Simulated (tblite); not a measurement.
Compound: C9H4N2S2.
SMILES with atom numbers: `[CH:1]#[C:2][c:3]1[cH:4][cH:5][c:6]([CH:7]=[S:8])[c:9]2[n:10][s:11][n:12][c:13]12` (hydrogens: H14 on C1; H15 on C4; H16 on C5; H17 on C7)

Computed with GFN2-xTB (tblite), gas phase: L-BFGS steps from a force-field or distance-geometry start until the largest atomic force falls under 0.01 eV/Å.

Step 1: E = -912.7903 eV
```
atom  x, y, z in Å  |  force x, y, z in eV/Å
C1      3.5430   -0.9709    1.5468    2.891  -0.598   1.283
C2      2.4857   -0.7413    1.0766   -3.303   0.669  -1.445
C3      1.1883   -0.4749    0.5086    0.155   0.165   0.071
C4      0.3445   -1.4841    0.0493   -0.024   0.195   0.111
C5     -0.9273   -1.2352   -0.5013   -0.139   0.273  -0.104
C6     -1.4722    0.0503   -0.6707    0.223   0.119   0.126
C7     -2.7809    0.3439   -1.2521    0.528  -0.060   0.287
S8     -3.8575   -0.7651   -1.8141    0.544   0.378   0.263
C9     -0.6263    1.1352   -0.2104    0.177  -0.808   0.097
N10    -0.9127    2.4296   -0.2497    0.867  -0.166   0.333
S11     0.3546    3.2396    0.3786    0.020  -0.191   0.024
N12     1.3285    1.9887    0.7432   -0.888   0.164  -0.373
C13     0.7041    0.8699    0.3886   -0.597  -0.360  -0.410
H14     4.5063   -1.1662    1.9738   -0.702   0.139  -0.315
H15     0.6738   -2.5191    0.1390   -0.076   0.314  -0.050
H16    -1.5074   -2.1044   -0.8183    0.085   0.400   0.057
H17    -3.0514    1.4160   -1.2979    0.238  -0.633   0.046
```

Step 2: E = -912.8342 eV
```
atom  x, y, z in Å  |  force x, y, z in eV/Å
C1      3.5634   -0.9746    1.5558   -3.013   0.656  -1.338
C2      2.4627   -0.7380    1.0669    1.504  -0.295   0.689
C3      1.1763   -0.4720    0.5029    0.416   0.424   0.213
C4      0.3435   -1.4764    0.0531   -0.359  -0.064  -0.116
C5     -0.9280   -1.2208   -0.5028   -0.028  -0.395  -0.054
C6     -1.4756    0.0452   -0.6722    0.794   0.658   0.430
C7     -2.7677    0.3308   -1.2453    0.706   0.866   0.409
S8     -3.8330   -0.7443   -1.8019   -0.315  -0.582  -0.189
C9     -0.6123    1.1307   -0.2016   -0.571  -1.678  -0.380
N10    -0.8710    2.4121   -0.2336   -0.894   0.705  -0.378
S11     0.3537    3.2228    0.3780    0.062   0.918   0.108
N12     1.2876    1.9940    0.7258    0.713  -0.309   0.302
C13     0.6820    0.8719    0.3747    0.080  -0.986  -0.066
H14     4.4911   -1.1631    1.9669    0.599  -0.127   0.262
H15     0.6717   -2.5099    0.1375   -0.073   0.248  -0.034
H16    -1.5059   -2.0939   -0.8170    0.089   0.385   0.048
H17    -3.0455    1.3977   -1.2970    0.290  -0.423   0.092
```

Q: Estimate the geometry and energy of step 3. (The exact step hangs on the optimiser's Hessian estimate; all steps are aligned on step 2, rigid shifts and turns removed.)

A: E = -912.9395 eV, largest force 0.620 eV/Å
```
atom  x, y, z in Å  |  force x, y, z in eV/Å
C1      3.5482   -0.9713    1.5490   -0.552   0.137  -0.246
C2      2.4642   -0.7379    1.0677    0.037   0.023   0.036
C3      1.1831   -0.4684    0.5063   -0.013   0.009  -0.010
C4      0.3407   -1.4777    0.0518   -0.182   0.130  -0.024
C5     -0.9288   -1.2260   -0.5034    0.154  -0.084   0.048
C6     -1.4673    0.0523   -0.6678    0.223   0.033   0.123
C7     -2.7624    0.3404   -1.2421    0.353   0.045   0.192
S8     -3.8384   -0.7519   -1.8049    0.228  -0.029   0.096
C9     -0.6192    1.1141   -0.2062   -0.021   0.016  -0.007
N10    -0.8834    2.4209   -0.2387   -0.154  -0.192  -0.102
S11     0.3545    3.2331    0.3791   -0.027   0.070   0.011
N12     1.2983    1.9911    0.7303    0.041  -0.233   0.001
C13     0.6847    0.8617    0.3753   -0.033  -0.193  -0.067
H14     4.4960   -1.1642    1.9691   -0.191   0.030  -0.088
H15     0.6712   -2.5084    0.1373   -0.055   0.188  -0.029
H16    -1.5051   -2.0912   -0.8166   -0.025   0.235  -0.011
H17    -3.0433    1.3953   -1.2962    0.215  -0.185   0.075
```

The energy changes by -0.1053 eV. The first-order estimate −F·Δx gives -0.1909 eV and the mean of the old and new forces, exact on a quadratic surface, -0.1057 eV. The step makes an angle of 28° with the force vector and moves no atom by more than 0.019 Å.

What follows is the cost of the whole relaxation. Hardware: one thread, Arm Neoverse V2 (aarch64), no GPU, on a shared host. Cost: 0.23 s.
